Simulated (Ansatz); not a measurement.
One change: `C=N[C](=C)[GeH3]` becomes `C=[C](S)[GeH3]`.

Ansatz, PBE0-D4/def2-TZVP geometries, multiplicity 1. Each molecule was computed in one conformer, which needn't be the lowest.

Scalar relativity is left out up to krypton.

```
                               property  `C=N[C](=C)[GeH3]`
  HOMO energy (ωB97M-V/def2-TZVPP) / eV               -9.58
HOMO–LUMO gap (ωB97M-V/def2-TZVPP) / eV               10.33
      LUMO energy (PBE/def2-TZVPP) / eV               -2.39
     HOMO energy (PBE0/def2-TZVPP) / eV               -7.29
  LUMO energy (ωB97M-V/def2-TZVPP) / eV                0.75
   HOMO–LUMO gap (PBE0/def2-TZVPP) / eV                5.92
```

Question: Give the same properties after the change, and the shifts. (Best estimate.)

Answer: The calculation gave: 
| property | `C=[C](S)[GeH3]` | shift |
| --- | --- | --- |
| HOMO energy (ωB97M-V/def2-TZVPP) / eV | -8.79 | 0.79 |
| HOMO–LUMO gap (ωB97M-V/def2-TZVPP) / eV | 10.41 | 0.08 |
| LUMO energy (PBE/def2-TZVPP) / eV | -1.37 | 1.02 |
| HOMO energy (PBE0/def2-TZVPP) / eV | -6.66 | 0.63 |
| LUMO energy (ωB97M-V/def2-TZVPP) / eV | 1.63 | 0.88 |
| HOMO–LUMO gap (PBE0/def2-TZVPP) / eV | 6.23 | 0.31 |

With PBE0 the HOMO rises by 0.63 eV and the LUMO rises by 0.94 eV, so the gap widens by about 0.31 eV. PBE moves the HOMO by 0.34 eV and ωB97M-V by 0.79 eV.
